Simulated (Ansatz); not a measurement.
Basis-set extrapolation for `CC(C)B(F)F` (PBE0-D4/def2-TZVP geometry, frozen core, Ansatz). Multiplicity 1, RHF reference.

```csv
,def2-TZVPP,def2-QZVPP
HF,-341.526778,-341.542275
MP2 correlation,-1.116461,-1.204043
CCSD(T) correlation,-1.195114,not run
```

Energies in hartree. Use E(X) = E(∞) + A·exp(−7.88·√X) for Hartree–Fock and E(X) = E(∞) + B·X^(−2.97) for correlation, with X = 3 and 4, and add CCSD(T) minus MP2 of the smaller set to the MP2 limit.

Q: What is the CCSD(T) energy at the basis-set limit?

A: HF limit: -341.542275 + (-0.015497) × 0.13774 = -341.54441. MP2 limit: -1.204043 + (-0.087582) × 0.74074 = -1.26892. Higher-order term: -1.195114 − (-1.116461) = -0.07865. Total: -342.89198 hartree, 106.7 kcal/mol below CCSD(T)/def2-TZVPP.
